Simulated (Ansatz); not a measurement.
Steps of a relaxation of C7H15HfNOSi, SMILES `C[O][Hf]1234([CH3])([NH2])[C@@H]5[C@H]1[C@H]2[C@@]3([SiH3])[C@@H]54` with RKS PBE0-D4/def2-TZVP.

```sh
$ ansatz run in.yaml --threads 4 --pin off --events-out ev --progress --plain --max-ram 66560MiB --backend cuda --devices 0, --max-vram 37GiB
```

```yaml
crystal:
  periodic: [false, false, false]
  atoms:
    - {symbol: C, position_ang: [-0.463270, 1.229740, -2.521200]}
    - {symbol: O, position_ang: [-0.535210, 1.359370, -1.138560]}
    - {symbol: Hf, position_ang: [-0.678360, -0.236690, -0.135540]}
    - {symbol: C, position_ang: [-2.189440, 0.339020, 1.348570]}
    - {symbol: N, position_ang: [-1.726290, -1.491180, -1.305020]}
    - {symbol: C, position_ang: [0.702060, -2.046510, 1.017570]}
    - {symbol: C, position_ang: [1.244950, -1.886980, -0.277410]}
    - {symbol: C, position_ang: [1.730350, -0.569880, -0.384600]}
    - {symbol: C, position_ang: [1.500070, 0.101890, 0.847290]}
    - {symbol: Si, position_ang: [1.936500, 1.874280, 1.240980]}
    - {symbol: C, position_ang: [0.856950, -0.830510, 1.707440]}
    - {symbol: H, position_ang: [0.115120, 2.064820, -2.941770]}
    - {symbol: H, position_ang: [0.026910, 0.282810, -2.817490]}
    - {symbol: H, position_ang: [-1.467340, 1.258550, -2.973340]}
    - {symbol: H, position_ang: [-3.105660, 0.717900, 0.877930]}
    - {symbol: H, position_ang: [-2.489980, -0.483460, 2.011790]}
    - {symbol: H, position_ang: [-1.809920, 1.146960, 1.987820]}
    - {symbol: H, position_ang: [-2.500420, -1.045910, -1.804240]}
    - {symbol: H, position_ang: [-2.136560, -2.312800, -0.854370]}
    - {symbol: H, position_ang: [0.365530, -2.980500, 1.446040]}
    - {symbol: H, position_ang: [1.391500, -2.680060, -0.998160]}
    - {symbol: H, position_ang: [2.319650, -0.177790, -1.205010]}
    - {symbol: H, position_ang: [0.830900, 2.832110, 1.074340]}
    - {symbol: H, position_ang: [2.361750, 1.929200, 2.647710]}
    - {symbol: H, position_ang: [3.061400, 2.278690, 0.388870]}
    - {symbol: H, position_ang: [0.658820, -0.673060, 2.760350]}
basis:
  gaussian: {orbitals: def2-TZVP}
hamiltonian: {xc: pbe0, dispersion: d4}
relax: {f_tol: 0.005, max_steps: 150}
```

Positions (Å) and forces (eV/Å) along the path, 7 of 62 steps:

```xyz
26
step=1 energy=-20216.1077 eV
C    -0.463    1.230   -2.521    0.173    0.331   -0.750
O    -0.535    1.359   -1.139   -0.177    1.201   -0.658
Hf   -0.678   -0.237   -0.136   -0.536   -0.364    0.483
C    -2.189    0.339    1.349   -0.289    0.061    0.816
N    -1.726   -1.491   -1.305   -1.279   -0.789   -0.195
C     0.702   -2.047    1.018    0.491   -0.215    0.003
C     1.245   -1.887   -0.277    0.453   -0.235    0.370
C     1.730   -0.570   -0.385    0.714   -0.229    0.332
C     1.500    0.102    0.847    0.437    0.092    0.232
Si    1.937    1.874    1.241    0.002   -0.368    0.068
C     0.857   -0.831    1.707    0.482   -0.063    0.352
H     0.115    2.065   -2.942   -0.020   -0.160   -0.040
H     0.027    0.283   -2.817   -0.137    0.247   -0.127
H    -1.467    1.259   -2.973    0.171   -0.043    0.000
H    -3.106    0.718    0.878    0.097   -0.036   -0.093
H    -2.490   -0.483    2.012    0.001    0.101    0.018
H    -1.810    1.147    1.988   -0.058   -0.009    0.075
H    -2.500   -1.046   -1.804    0.285   -0.156   -0.023
H    -2.137   -2.313   -0.854    0.303    0.053   -0.417
H     0.366   -2.981    1.446   -0.261    0.076   -0.087
H     1.391   -2.680   -0.998   -0.304    0.133   -0.106
H     2.320   -0.178   -1.205   -0.351    0.087   -0.089
H     0.831    2.832    1.074   -0.230    0.084   -0.073
H     2.362    1.929    2.648    0.096    0.018    0.307
H     3.061    2.279    0.389    0.217    0.101   -0.244
H     0.659   -0.673    2.760   -0.279    0.083   -0.153
26
step=3 energy=-20216.6445 eV
C    -0.483    1.308   -2.681    0.057    0.184   -0.106
O    -0.669    1.361   -1.289   -0.063   -0.345   -0.216
Hf   -0.709   -0.224   -0.152   -0.002   -0.033    0.042
C    -2.137    0.351    1.482    0.017    0.045    0.001
N    -1.801   -1.542   -1.287   -0.467   -1.145    0.437
C     0.707   -2.044    1.075   -0.119   -0.110    0.075
C     1.263   -1.895   -0.213   -0.094   -0.168   -0.169
C     1.783   -0.591   -0.311    0.100    0.155   -0.238
C     1.554    0.090    0.916   -0.034    0.026    0.019
Si    2.003    1.858    1.300   -0.025   -0.099    0.000
C     0.880   -0.829    1.767   -0.065    0.038    0.186
H     0.122    2.157   -3.018   -0.028   -0.012    0.031
H     0.025    0.385   -3.001   -0.040    0.083    0.013
H    -1.448    1.346   -3.202    0.053    0.038    0.028
H    -3.048    0.712    0.982    0.062   -0.028    0.056
H    -2.436   -0.472    2.141    0.027    0.018   -0.028
H    -1.778    1.169    2.119    0.009   -0.027   -0.016
H    -2.594   -1.218   -1.840    0.278   -0.050    0.105
H    -1.972   -2.548   -1.077    0.334    1.214   -0.359
H     0.235   -2.941    1.464    0.046    0.164   -0.058
H     1.276   -2.652   -0.992    0.003    0.177    0.155
H     2.272   -0.164   -1.186   -0.109   -0.110    0.209
H     0.853    2.777    1.104   -0.035    0.008    0.009
H     2.436    1.952    2.716    0.033    0.013    0.031
H     3.104    2.283    0.401    0.028    0.003   -0.017
H     0.563   -0.628    2.785    0.035   -0.039   -0.190
26
step=10 energy=-20216.9286 eV
C    -0.517    1.625   -2.806   -0.107    0.013    0.058
O    -0.747    0.986   -1.600   -0.021   -0.291    0.154
Hf   -0.707   -0.373   -0.234    0.056    0.139   -0.029
C    -2.019    0.513    1.360   -0.043    0.006    0.031
N    -1.800   -1.930   -0.966   -0.341   -0.328   -0.087
C     0.664   -2.103    1.099   -0.051    0.007   -0.016
C     1.280   -1.976   -0.167   -0.007   -0.039   -0.016
C     1.784   -0.667   -0.274    0.004   -0.009    0.044
C     1.477    0.039    0.923    0.038    0.048    0.025
Si    1.936    1.796    1.317   -0.020    0.017   -0.006
C     0.782   -0.871    1.765    0.035   -0.004    0.018
H     0.098    2.512   -2.657    0.083    0.195   -0.011
H     0.001    0.964   -3.504    0.034   -0.056   -0.129
H    -1.467    1.931   -3.256    0.018    0.041   -0.058
H    -2.951    0.847    0.883    0.004   -0.015    0.020
H    -2.295   -0.200    2.144   -0.006    0.018   -0.021
H    -1.584    1.392    1.851    0.016   -0.018   -0.016
H    -2.599   -1.770   -1.578    0.237   -0.037    0.144
H    -1.765   -2.922   -0.753    0.038    0.317   -0.082
H     0.169   -2.985    1.481    0.012    0.005   -0.012
H     1.341   -2.744   -0.925   -0.007    0.013    0.018
H     2.309   -0.258   -1.127   -0.001   -0.008    0.011
H     0.774    2.718    1.200    0.013   -0.006   -0.001
H     2.452    1.881    2.709    0.003    0.003   -0.026
H     2.988    2.239    0.363   -0.008   -0.006    0.011
H     0.396   -0.647    2.750    0.021   -0.004   -0.024
26
step=34 energy=-20216.9836 eV
C    -0.471    2.002   -2.425   -0.002    0.001   -0.004
O    -0.681    0.928   -1.574    0.002    0.000   -0.001
Hf   -0.688   -0.492   -0.286    0.000    0.003   -0.002
C    -2.179    0.295    1.202   -0.003   -0.002   -0.004
N    -1.652   -2.073   -1.152   -0.003   -0.008   -0.001
C     0.550   -2.008    1.405    0.001    0.002    0.000
C     1.208   -2.163    0.168   -0.002    0.000    0.001
C     1.780   -0.924   -0.177    0.001    0.003    0.001
C     1.484    0.019    0.848    0.000    0.008    0.003
Si    2.023    1.794    0.879   -0.001    0.004    0.001
C     0.715   -0.675    1.823    0.002    0.001   -0.004
H     0.140    2.773   -1.941   -0.002   -0.004   -0.004
H     0.044    1.681   -3.338   -0.005    0.002    0.006
H    -1.426    2.455   -2.712    0.007   -0.003    0.003
H    -3.105    0.544    0.668    0.001    0.000    0.001
H    -2.442   -0.422    1.986    0.000    0.000    0.001
H    -1.835    1.212    1.694    0.001    0.002    0.002
H    -2.322   -1.954   -1.901    0.004    0.006    0.003
H    -1.564   -3.059   -0.960    0.000    0.001    0.000
H    -0.008   -2.771    1.929    0.001   -0.001   -0.001
H     1.249   -3.065   -0.426    0.000    0.000    0.001
H     2.342   -0.714   -1.077    0.000   -0.003   -0.001
H     0.881    2.693    1.200    0.011   -0.009   -0.003
H     3.085    2.016    1.898   -0.009   -0.002   -0.009
H     2.562    2.150   -0.461   -0.004   -0.002    0.012
H     0.311   -0.246    2.728    0.000    0.000    0.000
26
step=45 energy=-20216.9854 eV
C    -0.478    1.977   -2.461    0.009    0.052   -0.041
O    -0.677    0.917   -1.591    0.002   -0.006    0.010
Hf   -0.682   -0.491   -0.291    0.002   -0.001    0.000
C    -2.181    0.302    1.186   -0.001    0.001    0.000
N    -1.638   -2.077   -1.155    0.006   -0.004    0.014
C     0.553   -2.008    1.402   -0.004    0.000   -0.001
C     1.222   -2.150    0.168    0.007    0.000    0.000
C     1.789   -0.904   -0.162   -0.004   -0.001   -0.002
C     1.478    0.029    0.867    0.002   -0.010   -0.005
Si    2.013    1.804    0.925   -0.001    0.004   -0.001
C     0.706   -0.677    1.830   -0.005   -0.002    0.004
H     0.372    2.594   -2.141   -0.049   -0.034   -0.024
H    -0.275    1.613   -3.476   -0.013    0.025    0.057
H    -1.369    2.616   -2.496    0.056   -0.033    0.000
H    -3.104    0.551    0.647   -0.001    0.001    0.000
H    -2.449   -0.413    1.971    0.000    0.000    0.000
H    -1.838    1.220    1.678    0.000   -0.001   -0.001
H    -2.305   -1.955   -1.905   -0.006   -0.003   -0.007
H    -1.554   -3.062   -0.960   -0.001    0.003   -0.004
H    -0.004   -2.779    1.916   -0.001    0.001    0.000
H     1.273   -3.047   -0.431    0.001    0.000    0.000
H     2.357   -0.686   -1.056    0.000    0.003    0.001
H     0.878    2.690    1.294   -0.003    0.001    0.001
H     3.097    2.003    1.924    0.005    0.001    0.003
H     2.524    2.193   -0.416   -0.001    0.001   -0.003
H     0.292   -0.257    2.735    0.001    0.001   -0.001
26
step=49 energy=-20216.9866 eV
C    -0.468    1.972   -2.465    0.004    0.016   -0.013
O    -0.672    0.914   -1.592    0.001    0.002   -0.001
Hf   -0.681   -0.494   -0.292    0.001   -0.001    0.000
C    -2.184    0.303    1.179   -0.002    0.000   -0.001
N    -1.635   -2.083   -1.153   -0.002    0.001   -0.002
C     0.555   -2.009    1.401   -0.002    0.002   -0.002
C     1.227   -2.147    0.169    0.003   -0.001    0.001
C     1.791   -0.899   -0.159   -0.002    0.000    0.000
C     1.473    0.032    0.871    0.001    0.001   -0.002
Si    2.001    1.810    0.933   -0.001    0.001    0.000
C     0.702   -0.678    1.831    0.000   -0.003    0.003
H     0.462    2.504   -2.228   -0.029   -0.016   -0.012
H    -0.404    1.614   -3.499   -0.004    0.015    0.030
H    -1.297    2.687   -2.400    0.028   -0.019   -0.004
H    -3.105    0.550    0.637    0.000    0.000    0.000
H    -2.454   -0.410    1.965    0.000    0.000    0.000
H    -1.842    1.221    1.671    0.000    0.000    0.000
H    -2.305   -1.965   -1.901    0.002   -0.001    0.002
H    -1.544   -3.069   -0.960    0.000    0.000    0.000
H    -0.001   -2.782    1.912   -0.001    0.000    0.000
H     1.283   -3.043   -0.432    0.000    0.000    0.000
H     2.360   -0.676   -1.051    0.000    0.001    0.000
H     0.865    2.686    1.324    0.001   -0.001    0.001
H     3.099    2.008    1.917    0.000    0.000   -0.001
H     2.490    2.211   -0.412    0.000    0.000    0.001
H     0.283   -0.260    2.735    0.000    0.000    0.000
26
step=62 energy=-20216.9876 eV
C    -0.452    1.952   -2.483    0.001    0.004   -0.003
O    -0.668    0.903   -1.603   -0.001    0.000    0.000
Hf   -0.681   -0.497   -0.295    0.001    0.000    0.000
C    -2.186    0.309    1.169    0.000    0.000    0.000
N    -1.632   -2.093   -1.148   -0.001   -0.002    0.002
C     0.560   -2.011    1.393    0.000   -0.001    0.001
C     1.240   -2.135    0.163    0.000    0.000    0.000
C     1.794   -0.880   -0.153    0.000    0.000   -0.001
C     1.464    0.041    0.881   -0.001   -0.001    0.002
Si    1.978    1.822    0.961    0.000    0.000    0.000
C     0.694   -0.681    1.833    0.001    0.002   -0.002
H     0.585    2.303   -2.431   -0.004   -0.001    0.000
H    -0.657    1.641   -3.513    0.001    0.001    0.004
H    -1.110    2.795   -2.243    0.003   -0.003   -0.001
H    -3.106    0.555    0.623    0.000    0.000    0.000
H    -2.459   -0.400    1.958    0.000    0.000    0.000
H    -1.844    1.229    1.656    0.000    0.000    0.000
H    -2.302   -1.981   -1.897    0.000    0.001   -0.001
H    -1.539   -3.077   -0.949    0.001    0.001   -0.001
H     0.008   -2.792    1.897    0.000    0.000    0.000
H     1.305   -3.027   -0.443    0.000    0.000    0.000
H     2.365   -0.648   -1.042    0.000    0.000    0.000
H     0.844    2.679    1.397    0.000    0.000    0.000
H     3.099    2.013    1.920    0.000    0.000    0.000
H     2.431    2.253   -0.388    0.000    0.000    0.000
H     0.269   -0.273    2.738    0.000    0.000    0.000
```

Hardware: 4 threads of an AMD EPYC 7R13 on a shared host and a share of an NVIDIA H100 80 GB. Wall time 4.8 min, peak host memory 1.2 GiB.
